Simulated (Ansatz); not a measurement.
Cost and result for the atomization energy of `FB1[SiH2][SiH2]1` (8 atoms, 8 bonds).

Total charge 0; spin multiplicity 1. All single points use the PBE0-D4/def2-TZVP geometry. Program: Ansatz. All runs use 2 threads of an Arm Neoverse V1 on a shared host. Times are those of one run each, without the atoms' runs, and a repeat can differ threefold. Electronic energies, without spin–orbit coupling; frozen cores. CCSD(T)/CBS adds CCSD(T) − MP2 in def2-TZVPP to the MP2 limit, and its time is that of the two runs behind it. T1 = 0.017. B3LYP takes the VWN-RPA correlation (the form of Gaussian; ORCA's B3LYP/G).

CCSD(T)/CBS is a level of theory with its own doubt, some kJ/mol a heavy atom from the limit and from the frozen cores, so smaller differences don't rank the functionals.

```
                            level  functions  wall time  atomization (kJ/mol)  difference from CCSD(T)/CBS  per bond
           LDA (SPW92)/def2-TZVPP        202      1.6 s                2869.9                        371.4      46.4
             revPBE-D4/def2-TZVPP        202      2.6 s                2489.4                         -9.1      -1.1
                 CCSD(T)/def2-SVP         84      3.1 s                2342.5                       -156.0     -19.5
  PBE-D4/def2-TZVPP (with forces)        202      3.2 s                2548.1                         49.6       6.2
              BHLYP-D4/def2-TZVPP        202      4.1 s                2441.0                        -57.5      -7.2
B3LYP-D4/def2-TZVPP (with forces)        202        6 s                2503.4                          4.9       0.6
                B2PLYP/def2-TZVPP        202        7 s                2470.3                        -28.2      -3.5
              PBE-QIDH/def2-TZVPP        202        8 s                2485.6                        -12.9      -1.6
               ωB97X-V/def2-TZVPP        202       11 s                2525.0                         26.5       3.3
 ωB97M-V/def2-TZVPP (with forces)        202       16 s                2508.9                         10.4       1.3
                   MP2/def2-QZVPP        374       22 s                2497.0                         -1.5      -0.2
               CCSD(T)/def2-TZVPP        202       76 s                2430.0                        -68.5      -8.6
                CCSD(T)/CBS(def2)          –       98 s                2498.5                          0.0       0.0
```

Leaving LDA and LC-ωPBE aside and taking each functional with its dispersion term where it has one, the values, not all of them listed here, spread over 113.9 kJ/mol, from BHLYP-D4 to B97M-V. LDA lies +338.2 kJ/mol from PBE without D4, its usual overbinding. The D4 term adds +26.8 kJ/mol with B3LYP and +13.8 kJ/mol with PBE0; it sums over pairs of atoms, weighted by their polarisabilities, and B3LYP, whose exchange is more repulsive, gets the larger term. From r2SCAN to r2SCAN0 (25 % exact exchange), in def2-TZVPP and without D4, the atomization energy moves by −45.8 kJ/mol: exact exchange takes away binding that semilocal exchange gives to molecules.
